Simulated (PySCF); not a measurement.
Vertical excitations of a molecule C₅H₁₀ from TDDFT-PBE/def2-SVPD (PySCF 2.14.0), as energy in eV (oscillator strength): 5.62 (0.002), 6.26 (0.000), 6.53 (0.005), 6.72 (0.461), 7.20 (0.005), 7.36 (0.001), 7.68 (0.000), 7.97 (0.035), 7.97 (0.028), 8.02 (0.032). Lowest triplet (TDA): 4.29 eV. Geometry optimised at B3LYP-D3(BJ)/def2-SVP. Other conformers were not sampled.

### Question
Which molecule gave these data?
(A) C=CC(C)C
(B) CC1(C)CC1
(C) CC=C(C)C
(D) C[C@H]1C[C@@H]1C

### Answer
C, CC=C(C)C
